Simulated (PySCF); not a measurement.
Cl₂H₄OSi₂, SMILES O[Si]([SiH3])(Cl)Cl.

Geometry: r2SCAN-D4/def2-SVP. Other conformers were not sampled.

Level of theory: TDA-ωB97X/def2-SVPD (PySCF 2.14.0).

Vertical excitations.  State labels are in the subgroup Cs.

| state | symmetry | energy (eV) | λ (nm) | f | main pairs |
|---|---|---|---|---|---|
| S1 | A' | 7.52 | 165 | 0.100 | HOMO→LUMO 50 %, HOMO→LUMO+1 35 % |
| S2 | A" | 7.66 | 162 | 0.048 | HOMO→LUMO+2 82 % |
| S3 | A' | 8.11 | 153 | 0.303 | HOMO→LUMO+1 42 %, HOMO→LUMO 22 %, HOMO→LUMO+3 13 %, HOMO→LUMO+5 7 % |
| S4 | A" | 8.22 | 151 | 0.034 | HOMO−1→LUMO+1 63 % |
| S5 | A" | 8.39 | 148 | 0.000 | HOMO−2→LUMO+1 36 %, HOMO−2→LUMO 25 %, HOMO−1→LUMO 16 % |
| S6 | A" | 8.49 | 146 | 0.022 | HOMO−1→LUMO 50 %, HOMO−2→LUMO+1 21 % |
| S7 | A' | 8.53 | 145 | 0.027 | HOMO−1→LUMO+2 73 % |
| S8 | A' | 8.58 | 144 | 0.014 | HOMO→LUMO+3 58 %, HOMO→LUMO 12 % |
| S9 | A" | 8.83 | 140 | 0.045 | HOMO−2→LUMO 34 %, HOMO−6→LUMO 10 %, HOMO−3→LUMO+2 5 % |
| S10 | A' | 8.83 | 140 | 0.004 | HOMO−2→LUMO+2 39 %, HOMO−3→LUMO+1 21 % |
| T1 | A' | 6.52 | 190 | 0 | HOMO→LUMO 46 %, HOMO→LUMO+1 39 % |
| T2 | A" | 6.62 | 187 | 0 | HOMO→LUMO+2 88 % |
| T3 | A' | 7.36 | 168 | 0 | HOMO→LUMO+3 40 %, HOMO→LUMO+1 29 %, HOMO→LUMO 11 % |
| T4 | A" | 7.64 | 162 | 0 | HOMO−1→LUMO+1 63 % |
Triplets are in the Tamm–Dancoff approximation.
